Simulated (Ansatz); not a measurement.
One change: `F[C](F)(F)[GeH3]` becomes `CCC(F)(F)F`.

Ansatz, PBE0-D4/def2-TZVP geometries, multiplicity 1. 

Scalar relativity is left out up to krypton.

| property | `F[C](F)(F)[GeH3]` |
| --- | --- |
| LUMO energy (PBE/def2-TZVPP) / eV | -0.38 |
| HOMO energy (PBE0/def2-TZVPP) / eV | -9.36 |
| size of the dipole moment (B3LYP/def2-TZVPP) / D | 2.18 |
| zero-point energy (PBE0-D4/def2-TZVP) / kJ/mol | 97.7 |
| size of the dipole moment (ωB97M-V/def2-TZVPP) / D | 2.23 |
| HOMO–LUMO gap (PBE/def2-TZVPP) / eV | 7.47 |

(1) What does the change do to each property? (An estimate is asked.)

Results:

(1) The calculation gave: 
| property | `CCC(F)(F)F` | shift |
| --- | --- | --- |
| LUMO energy (PBE/def2-TZVPP) / eV | 0.42 | 0.80 |
| HOMO energy (PBE0/def2-TZVPP) / eV | -10.25 | -0.89 |
| size of the dipole moment (B3LYP/def2-TZVPP) / D | 2.38 | 0.20 |
| zero-point energy (PBE0-D4/def2-TZVP) / kJ/mol | 213.4 | 115.7 |
| size of the dipole moment (ωB97M-V/def2-TZVPP) / D | 2.38 | 0.15 |
| HOMO–LUMO gap (PBE/def2-TZVPP) / eV | 9.03 | 1.56 |

With PBE0 the HOMO falls by 0.89 eV and the LUMO rises by 0.78 eV, so the gap widens by about 1.67 eV. PBE moves the HOMO by -0.76 eV and ωB97M-V by -1.01 eV. The zero-point energy changes by 115.7 kJ/mol with +9 modes. Dipoles are sizes alone; their direction can turn.

B3LYP here is the variant with VWN-RPA as its local correlation; programs differ in this.
